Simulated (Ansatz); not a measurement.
Ansatz (a program for electronic structure) input (PBE/6-311+G**): The .json file is the Basis Set Exchange's 6-311+G**.

Ansatz 0.2 input:
```yaml
crystal:
  periodic: [false, false, false]
  atoms:
    - {symbol: N, position_ang: [-2.16592800, 1.00684300, 0.42265000]}
    - {symbol: Si, position_ang: [-1.18502100, -0.23846600, -0.23961100]}
    - {symbol: N, position_ang: [0.37986200, -0.09546500, 0.49204600]}
    - {symbol: Si, position_ang: [1.95555200, -0.32900200, -0.19241200]}
    - {symbol: H, position_ang: [-3.17045400, 0.95660400, 0.43268600]}
    - {symbol: H, position_ang: [-1.81832900, 1.93301500, 0.62248700]}
    - {symbol: H, position_ang: [-0.91174800, -0.16128200, -1.71053200]}
    - {symbol: H, position_ang: [0.35361200, -0.00133100, 1.50034200]}
    - {symbol: H, position_ang: [2.88754100, 0.70421000, 0.32319000]}
    - {symbol: H, position_ang: [1.83525500, -0.21273300, -1.66074500]}
    - {symbol: H, position_ang: [2.53915000, -1.65358300, 0.13802900]}
basis:
  gaussian:
    orbitals: 6-311+G__.json
hamiltonian:
  xc: {name: PBE}
magnetization: {spin_polarized: true, initial_magnetization: 1}
output: {forces: true}
```

Output:

```
Functional definition: PBE
integrals: 0.08 GiB planned
1140 factors; their error is unknown
mean field: 0.60 GiB planned
mean field evaluation 1: about -18819.3070 eV, gradient 7.2e1 eV
mean field evaluation 2: about -18722.7496 eV, gradient 1.4e2 eV
mean field evaluation 4: about -18838.2615 eV, gradient 1.4e1 eV
mean field evaluation 8: about -18839.1616 eV, gradient 2.2e-1 eV
mean field evaluation 16: about -18839.1341 eV, gradient 1.5e-4 eV
mean field -18839.13408008 eV, -692.3254078192 hartree, gradient 1.5e-5 eV, S^2 0.751525; 0 other end points of the search recorded, 0 dependent functions left out
the calculation of the forces begins
reference -18839.13416117 eV, -692.3254107992 hartree; 25, 24 occupied and 123, 124 virtual orbitals, 1140 factors
Total energy: -18839.13416117 eV, -692.3254107992 hartree
Atom 0 at    -2.165928     1.006843     0.422650 Å, force    -0.009094     0.029322     0.093490 eV/Å
Atom 1 at    -1.185021    -0.238466    -0.239611 Å, force    -0.260961    -0.460100    -0.155431 eV/Å
Atom 2 at     0.379862    -0.095465     0.492046 Å, force    -0.055713     0.110275     0.040209 eV/Å
Atom 3 at     1.955552    -0.329002    -0.192412 Å, force     0.264751    -0.052227    -0.080673 eV/Å
Atom 4 at    -3.170454     0.956604     0.432686 Å, force    -0.415661    -0.024376     0.026765 eV/Å
Atom 5 at    -1.818329     1.933015     0.622487 Å, force     0.129918     0.393039     0.092970 eV/Å
Atom 6 at    -0.911748    -0.161282    -1.710532 Å, force     0.075127     0.010680    -0.272294 eV/Å
Atom 7 at     0.353612    -0.001331     1.500342 Å, force    -0.019338     0.033082     0.403334 eV/Å
Atom 8 at     2.887541     0.704210     0.323190 Å, force     0.194704     0.217485     0.106018 eV/Å
Atom 9 at     1.835255    -0.212733    -1.660745 Å, force    -0.033258     0.026005    -0.317496 eV/Å
Atom 10 at     2.539150    -1.653583     0.138029 Å, force     0.129525    -0.283186     0.063107 eV/Å
Dipole moment:    -0.100114     0.231665     0.198984 e Å
```

The geometry given is a B3LYP-D3(BJ)/def2-TZVP minimum.
